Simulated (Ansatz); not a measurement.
This geometry of CH11AlN2Si2 (17 atoms, charge 0, multiplicity 1) is a first-order saddle point.

Computed with RKS B3LYP/6-31G in Ansatz.

```xyz
17
Properties=species:S:1:pos:R:3
N -0.261 -2.334 1.642
Al 0.063 -1.926 -0.072
N 0.354 -0.188 -0.580
Si 2.018 0.442 -0.703
C -0.770 0.693 -1.000
Si -1.428 1.825 0.436
H -0.417 -3.281 1.967
H -0.312 -1.665 2.401
H 0.054 -3.155 -1.092
H 2.361 1.528 0.286
H 2.291 1.002 -2.078
H 2.926 -0.732 -0.441
H -1.612 0.091 -1.371
H -0.473 1.325 -1.852
H -2.564 2.704 -0.025
H -1.920 0.965 1.566
H -0.328 2.707 0.955
```

**Question.** Which two structures does it join? (They come from a converged band through this point; their orientation in space is the band's.)

**Answer.** No bond is made or broken. The dihedral N1–Al2–N3–Si4 goes from -177 to 7°.

Image 0:

```xyz
17
Properties=species:S:1:pos:R:3
N -1.556 -2.384 0.417
Al 0.151 -1.915 0.107
N 0.508 -0.209 -0.418
Si 2.167 0.335 -0.824
C -0.588 0.781 -0.603
Si -0.908 1.863 0.980
H -1.828 -3.327 0.664
H -2.355 -1.765 0.391
H 1.317 -2.984 0.266
H 2.670 1.433 0.079
H 2.213 0.872 -2.234
H 3.082 -0.847 -0.701
H -1.524 0.266 -0.861
H -0.376 1.444 -1.456
H -2.020 2.854 0.744
H -1.302 0.967 2.120
H 0.330 2.618 1.369
```

Image 6:

```xyz
17
Properties=species:S:1:pos:R:3
N 1.064 -2.926 0.521
Al -0.277 -1.801 0.127
N 0.052 -0.100 -0.436
Si 1.684 0.529 -0.815
C -1.095 0.829 -0.649
Si -1.477 1.913 0.917
H 0.906 -3.876 0.833
H 2.051 -2.716 0.455
H -1.792 -2.278 0.263
H 2.146 1.624 0.114
H 1.720 1.094 -2.213
H 2.652 -0.616 -0.713
H -2.002 0.258 -0.888
H -0.916 1.480 -1.517
H -2.626 2.858 0.669
H -1.837 1.008 2.063
H -0.273 2.719 1.310
```

**Question.** How far does it lie above each of them?

**Answer.** 0.242 eV above the first and 0.243 eV above the second. This is the barrier of this one path; another mechanism may lie lower. Limits of this set-up: no polarisation functions.

The run took 8.5 min on 1 thread of Arm Neoverse V1, with other jobs on the host, peak memory 0.24 GiB.
